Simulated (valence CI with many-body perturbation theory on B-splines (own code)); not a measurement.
## Ce37+: key properties

Calculated by configuration interaction combined with many-body perturbation theory (CI+MBPT): three valence electrons over a frozen Dirac-Fock core [Ar], a basis of 7 s, 7 p, 8 d, 6 f, 4 g, 1 h functions for each j, with the one-electron correlation potential Σ1, the two-electron term Σ2, the three-electron term Σ3, Breit, model QED; selected CI, second order for the rest, scaled by the run's own slope (own B-spline code, finite nucleus).

The last digits are not significant, and no measured levels were compared; by estimate large intervals hold to a few tenths of a per cent, small ones and those within an open d or f shell to about a per cent. Only levels of the ground parity were solved; by the run's estimate the other parity begins above the list, which can be wrong where configurations are misplaced.

Levels are named by their leading jj configuration (3d3/2^4 stands for four electrons in 3d with j = 3/2), which in mixed levels can hold well under half, so a name can repeat and another be missing.

Rates and lifetimes use the calculated energies. Strong lines usually hold to 10 to 20 %, long lifetimes can be off by a factor of two.

(1) What is the ground level?

(2) How well does LS coupling describe the low levels?

(3) What is the ionisation energy?

(4) Name the longest-lived excited levels whose lifetime is computed, and their main decay.

Answers

(1) (3d3/2^3) J=3/2, composition 58 % 3d3 4F + 31 % 3d3 2D + 7 % 3d3 2P, g = 0.628.

(2) Among the lowest 19 levels the leading LS term, summed over configurations, holds 62 % on average. For single configurations the figures are 62 % in LS and 88 % in jj coupling. Terms mix most in the J = 3/2 level at 181920 cm⁻¹, where the leading one holds 41 %.

(3) 2600.2 eV; NIST lists 2600 ± 4 eV (theoretical).

(4) (3d3/2^2 3d5/2) J=9/2 at 200390 cm⁻¹ lives 84.7 ms, mostly by M1 to (3d3/2^2 3d5/2) J=7/2.
